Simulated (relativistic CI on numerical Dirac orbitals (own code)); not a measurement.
**Ce²⁺ (4f2) in a crystal field**

Calculated by Dirac-Coulomb-Breit CI, KLI orbitals optimised for each configuration, model QED (radiative potential, 1s self-energy scaled to tabulated hydrogen-like ionisation energies), valence Slater integrals scaled by 0.8, one configuration in a parametric crystal field (own radial code).

Field parameters in Wybourne normalisation; cubic f-shell fields have B⁴₄ = √(5/14) B⁴₀ and B⁶₄ = −√(7/2) B⁶₀. The field is a parameter set, without covalency.

S is read from ⟨S²⟩ = S(S + 1).

Powder χT (cm³ K mol⁻¹) by Van Vleck's formula, with temperature-independent terms:

```
                                                                                                           Field     2 K     5 K    10 K   20 K   50 K  100 K  200 K  300 K
C2v, B20 = -180, B22 = -50, B40 = 370, B42 = -270, B44 = -380, B60 = 400, B62 = 200, B64 = -210, B66 = -280 cm⁻¹   0.141   0.355   0.684   1.02    1.3   1.47   1.59   1.63
                                    D3d, B20 = -250, B40 = 510, B43 = -560, B60 = -180, B63 = -70, B66 = 10 cm⁻¹   0.169   0.422   0.779    1.1   1.32   1.48   1.59   1.64
                                             D4h, B20 = -760, B40 = -690, B44 = -670, B60 = 120, B64 = -310 cm⁻¹  0.0735   0.184   0.367  0.693   1.15   1.38   1.54   1.61
                                             D4h, B20 = 140, B40 = 1170, B44 = -460, B60 = -110, B64 = -150 cm⁻¹   0.346   0.758    1.03   1.19   1.34   1.45   1.57   1.62
                                                                                  Oh, B40 = 1620, B60 = 250 cm⁻¹  0.0215  0.0538   0.108  0.215  0.535  0.977   1.38   1.53
                                                                                  Oh, B40 = 1740, B60 = 320 cm⁻¹  0.0187  0.0467  0.0933  0.187  0.466  0.878   1.32   1.49
```

For C2v, B20 = -180, B22 = -50, B40 = 370, B42 = -270, B44 = -380, B60 = 400, B62 = 200, B64 = -210, B66 = -280 cm⁻¹: what effective moment follows at 300 K?

μ_eff = √(8χT) = 3.61 μB. The LS value g√(J(J + 1)) of the free ion's ³H4 level is 3.58 μB.
